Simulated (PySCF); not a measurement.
**RhS₂, doublet: computed properties**

Computed with UPBE0/[Rh def2-SVP with ECP28, S def2-SVP], scalar-relativistic core potentials, density fitting, no spin–orbit coupling, PySCF.

The structure is a minimum.

Z-matrix (Å, degrees; charge 0 multiplicity 2):
```
Rh
S  1 2.2310
S  2 2.0135 1 63.18
```

```
Point group                                                                   : C2v
Bond lengths                                                                  : Rh–S 2.231 Å (×2), S–S 2.013 Å
Bond angles                                                                   : Rh–S–S 63.2° (×2), S–Rh–S 53.6°
Atomisation energy without zero-point energy                                  : 659 kJ/mol
Entropy at 298.15 K and 1 bar (electronic part: spin only)                    : 296.1 J/(mol K)
Lowest empty level (α)                                                        : -3.08 eV
Principal quadrupole moments (Buckingham, traceless) about the centre of mass : -5.38, 0.63, 4.76 D Å
Dipole moment                                                                 : 2.70 D
Rotational symmetry number                                                    : 2
Highest occupied level (α)                                                    : -5.89 eV
Rotational constants                                                          : 0.2601, 0.1078, 0.07624 cm⁻¹
Principal polarisabilities                                                    : 44.4, 57.9, 70.5 bohr³
Enthalpy at 298.15 K above 0 K                                                : 12.57 kJ/mol
Zero-point energy                                                             : 7.2 kJ/mol
Spin squared ⟨S²⟩                                                             : 0.755
Heat capacity Cp at 298.15 K                                                  : 51.5 J/(mol K)
```

Harmonic modes (masses in u: Rh 102.906, S 31.972):
| symmetry | ω (cm⁻¹) | IR (km/mol) | μ (u) |
| --- | --- | --- | --- |
| b2 | 235 | 5.0 | 34.66 |
| a1 | 371 | 0.4 | 42.71 |
| a1 | 592 | 16.7 | 32.38 |

In C2v the vibrations span b2 + 2a1. Here b1 is antisymmetric to the molecular plane and b2 lies in it.

Charges (e):
```csv
atom,Mulliken,Löwdin,polar tensor,spin (Mulliken),Mayer order to Rh1
Rh1,0.07,-0.54,0.34,0.55,–
"S2,3",-0.03,0.27,-0.17,0.22,1.20
```
Other Mayer orders above 0.3: S–S 1.22.

Mulliken populations on Rh1 (electrons outside its core potential): s 2.39, p 6.17, d 8.37, f 0.00.

Only a few start shapes were tried, so a lower isomer may exist. Open d and f shells are described by one determinant, and the ground state may have another occupation or spin.

The final relaxation and frequency run took of the order of 40 core-seconds on a shared host.
